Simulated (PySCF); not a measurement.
What builds the second ionisation energy along group 13

Calculated with PySCF 2.14 from differences of total energies of unrestricted determinants, without spin-orbit coupling. Each column adds one step, in eV (sums use unrounded values): valence MP2, valence CCSD, valence triples, then the next inner shell at CCSD(T) (B 1s, Al 2s 2p, Ga 3s 3p 3d, In 4s 4p 4d, Tl 5s 5p 5d). References (NIST) marked * lie between the lowest fine-structure levels; the others compare directly ((s) semi-empirical, (t) theoretical).

```csv
element,UHF,+ MP2,+ CCSD,+ (T),+ inner shell,sum,reference
"B [He] 2s2 → [He] 2s1 (def2-TZVPPD, non-relativistic)",23.441,0.966,0.653,0.000,-0.004,25.055,25.155
"Al [Ne] 3s2 → [Ne] 3s1 (def2-TZVPPD, non-relativistic)",17.531,0.756,0.320,0.000,0.122,18.728,18.829
"Ga [Ar] 3d10 4s2 → [Ar] 3d10 4s1 (def2-TZVPPD, non-relativistic)",18.445,0.722,0.295,0.000,0.401,19.863,20.515
"In [Kr] 4d10 5s2 → [Kr] 4d10 5s1 (def2-TZVPPD with the def2 core potential (28 electrons), ECP)",17.010,0.639,0.257,0.000,0.781,18.687,18.870
"Tl [Xe] 4f14 5d10 6s2 → [Xe] 4f14 5d10 6s1 (def2-TZVPPD with the def2 core potential (60 electrons), ECP)",18.362,0.549,0.199,0.000,1.082,20.193,20.428
```

What remains against the references is mostly basis incompleteness.

These are valence bases, so the inner-shell step is incomplete.
